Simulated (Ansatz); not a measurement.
Total energies of `CC(=O)SCCCCn1c2ccccc2c2ccccc21` from Ansatz at PBE-D4/def2-TZVP, gas phase (1 Eh = 27.2114 eV = 2625.5 kJ/mol). The reference geometry is relaxed at PBE-D4/def2-SVP.

| state | geometry | energy (Eh) |
| --- | --- | --- |
| charge 0 singlet | reference | -1224.70805 |
| charge 1 doublet | reference | -1224.45200 |
| charge 1 doublet | relaxed at PBE-D4/def2-SVP | -1224.45354 |
| charge -1 doublet | reference | -1224.71551 |
| charge -1 doublet | relaxed at PBE-D4/def2-SVP | -1224.71800 |
| free C atom (triplet) | – | -37.79597 |
| free O atom (triplet) | – | -75.00967 |
| free S atom (triplet) | – | -397.93833 |
| free N atom (quartet) | – | -54.53214 |
| free H atom (doublet) | – | -0.49962 |

Single mean-field runs in def2-TZVP are fitted with def2-universal-jkfit.

Problem. Work out the vertical ionisation energy to the doublet.

Solution. E(charge 1 doublet) − E(charge 0 singlet) = -1224.45200 − (-1224.70805) = 0.25605 Eh = 6.97 eV. For comparison, −ε of the highest occupied level is 4.94 eV at this level, 2.03 eV less.

Problem. Work out the vertical electron affinity, to the doublet.

Solution. E(charge 0 singlet) − E(charge -1 doublet) = -1224.70805 − (-1224.71551) = 0.00746 Eh = 0.20 eV. The basis lacks diffuse functions, which makes affinities too small.

Problem. Give the fundamental gap IE − EA, the Mulliken electronegativity (IE + EA)/2 and the hardness (IE − EA)/2.

Solution. From the values in Eh: IE − EA = 0.25605 − 0.00746 = 0.24859 Eh = 6.76 eV; (IE + EA)/2 = 3.59 eV; (IE − EA)/2 = 3.38 eV. The HOMO–LUMO gap of the same run is 3.13 eV, 3.63 eV smaller than the fundamental gap.

Problem. How much does the charge 1 doublet relax, and what is the adiabatic ionisation energy?

Solution. Relaxation: -1224.45200 − (-1224.45354) = 0.00154 Eh = 0.04 eV. Adiabatic ionisation energy: 0.25451 Eh = 6.93 eV, without zero-point energy. 

Problem. How much does the charge -1 doublet relax, and what is the adiabatic electron affinity?

Solution. Relaxation: -1224.71551 − (-1224.71800) = 0.00249 Eh = 0.07 eV. Adiabatic electron affinity: 0.00995 Eh = 0.27 eV, without zero-point energy. 

Problem. What is the binding energy per atom against free atoms?

Solution. Atoms: 18 × (-37.79597) + 1 × (-75.00967) + 1 × (-397.93833) + 1 × (-54.53214) + 19 × (-0.49962) = -1217.30038 Eh. Binding: -1217.30038 − (-1224.70805) = 7.40767 Eh = 201.57 eV, or 5.04 eV for each of 40 atoms (no zero-point energy, no counterpoise term).

At PBE-D4/def2-TZVP the gap within one spin of the charge 1 doublet nearly closes, so an electron or hole may be smeared out by delocalisation error. At PBE-D4/def2-TZVP the gap within one spin of the relaxed charge 1 doublet nearly closes, so an electron or hole may be smeared out by delocalisation error. At PBE-D4/def2-TZVP the gap within one spin of the charge -1 doublet nearly closes, so an electron or hole may be smeared out by delocalisation error. At PBE-D4/def2-TZVP the gap within one spin of the relaxed charge -1 doublet nearly closes, so an electron or hole may be smeared out by delocalisation error. At PBE-D4/def2-TZVP the highest occupied level of the charge -1 doublet lies above zero (up to 1.48 eV). Energy differences disagree on whether the electron is bound (positive means bound): 0.20 eV (vertical, to the charge 0 singlet, at PBE-D4/def2-TZVP), but -0.15 eV at PBE0-D4/def2-TZVP. At PBE-D4/def2-TZVP the highest occupied level of the relaxed charge -1 doublet lies above zero (up to 1.28 eV). Energy differences disagree on whether the electron is bound (positive means bound): 0.27 eV (each at its own geometry, to the charge 0 singlet, at PBE-D4/def2-TZVP), but -0.17 eV at PBE0-D4/def2-TZVP.
